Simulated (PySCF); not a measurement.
Input file for PySCF: R-MP2/6-31G* on C2H7Al (SMILES [CH3][AlH][CH3]), a point of a torsion scan.

```python
from pyscf import gto, scf, dft, mp
from pyscf.data.elements import chemcore

mol = gto.M(
    atom='''
    C     1.72041399    0.37772935   -0.22983025
    Al    0.23691398   -0.37086684    0.86486594
    C     0.21239006   -2.04371787    1.94212217
    H     2.04658098   -0.29171770   -1.03457417
    H     1.41497075    1.31638029   -0.70910657
    H     2.62018618    0.60458497    0.35412641
    H    -1.07583418    0.45993003    0.87980140
    H     0.91350131   -2.02884995    2.78485092
    H    -0.78332869   -2.21635197    2.36971045
    H     0.46240378   -2.93860413    1.35997818
    ''',
    basis='6-31g*',
    cart=True,
    charge=0, spin=0, verbose=3, max_memory=1800)
mf = scf.RHF(mol)
mf.conv_tol = 1e-8
mf.max_cycle = 100
mf.kernel()
if not mf.converged:
    mf = mf.newton().run(mf.mo_coeff, mf.mo_occ)
pt = mp.MP2(mf, frozen=chemcore(mol)).run()
```

Program output:

```
converged SCF energy = -321.707025575098
E(RMP2) = -322.023648510108  E_corr = -0.31662293501006
E(SCS-RMP2) = -322.02960224695  E_corr = -0.322576671851195
```

Self-consistency was reached.

Cost: roughly 1.2 core-seconds.
